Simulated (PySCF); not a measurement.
ClI. Atoms are numbered in the order given.

```xyz
2

Cl     0.0000     0.0000    -1.7753
I      0.0000     0.0000     0.5694
```

The structure is a stationary point at B3LYP-D3(BJ)/def2-TZVP. The def2 effective core potentials stand for the cores of I; spin–orbit coupling is left out.

Method: HF/def2-TZVPD in PySCF.

Gas-phase values at a fixed geometry.

Task: Estimate the frontier levels, gap, dipole moment and polarisability. (Estimate from the structure and the level; the computed values follow.)

Result: 
| Item | Result |
|---|---|
| highest occupied level | -10.60 eV |
| lowest empty level | -0.31 eV |
| orbital gap | 10.29 eV |
| dipole moment | 0.285 e·Å |
| quadrupole, principal values (traceless, Buckingham form, about the centre of nuclear charge) | -1.68, -1.68, 3.36 D·Å |
| mean static polarisability | 48.7 bohr³ (7.21 Å³) |
| polarisability, principal values | 39.7, 39.7, 66.7 bohr³ |
